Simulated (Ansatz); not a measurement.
Molecule: MnF₂, net charge 0, sextet state. The spin state was set by rule; other spins were not relaxed. 
Geometry from a B3LYP-D3(BJ)/def2-TZVP (Ansatz, a first-principles code) optimisation:
SMILES: [F][Mn][F]
```xyz
3

Mn     0.0000     0.0000     0.0000
F      0.0000     0.0000    -1.7976
F      0.0000     0.0000     1.7976
```
Charge 0, spin multiplicity 6.

Computed values are from Ansatz. Cores are frozen in the correlated levels unless marked. UHF or UKS for open shells. No spin-orbit coupling. Frozen are the shells of the preceding noble gas and the d and f shells that filled before the atom's block. Non-relativistic. CBS(X,Y): correlation extrapolated as X^-3; Hartree-Fock from the larger set. The bracket is a focal-point correction in the basis named.

```json
{
  "atomisation energy De": "237.2 kcal/mol at RI-MP2/CBS(def2-TZVPPD,def2-QZVPPD)+[CCSD(T)-MP2]/def2-TZVPPD",
  "total_energy": "-1349.7319 Eh at RI-MP2/CBS(def2-TZVPPD,def2-QZVPPD)+[CCSD(T)-MP2]/def2-TZVPPD",
  "dipole_moment": "0.00 D at CCSD(T)/def2-SVPD",
  "T1 diagnostic": "0.022 at CCSD/def2-TZVPPD"
}
```
